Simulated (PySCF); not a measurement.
Dipole response of Ar⁺ (argon, charge +1)

[Ne] 3s2 3p5, 2P determinant. Computed with PySCF 2.14 in aug-cc-pVQZ-DK, with scalar relativity by spin-free X2C-1e. Coupled (time-dependent) response in atomic units; α is the mean over directions.

```csv
method,mean α (bohr³),"α xx, yy, zz",C₆ (like pair),S(−4)
UHF,6.756,"6.640, 6.814, 6.814",30.39,9.430
PBE,7.042,"6.843, 7.142, 7.142",31.94,10.77
PBE0,6.907,"6.739, 6.992, 6.992",31.20,10.14
PBEsol,7.053,"6.857, 7.151, 7.151",32.03,10.76
BHandHLYP,6.854,"6.703, 6.929, 6.929",30.87,9.919
```

S(−4) is the Cauchy moment in α(ω) = α(0) + S(−4) ω² + …

α(iu) at PBEsol:

```
u (hartree)  α(iu) (bohr³)
          0          7.053
     0.0500          7.026
      0.100          6.947
      0.200          6.651
      0.300          6.218
      0.500          5.177
      0.750          3.949
       1.00          2.996
       1.50          1.809
       2.00          1.184
       3.00         0.6141
       5.00         0.2584
```

A single London oscillator, α(iu) = α/(1 + u²/ω²), gives C₆ = (3/4) ω α². Matching the computed C₆ needs ω = 4 × 32.03 / (3 × 7.053²) = 0.859 hartree.

For an ion, C₆ is the dispersion term alone; charge-induced terms of lower order in 1/R come first.

The components differ because the open shell of this determinant is not spherical; for a pure term their mean is the scalar polarisability.
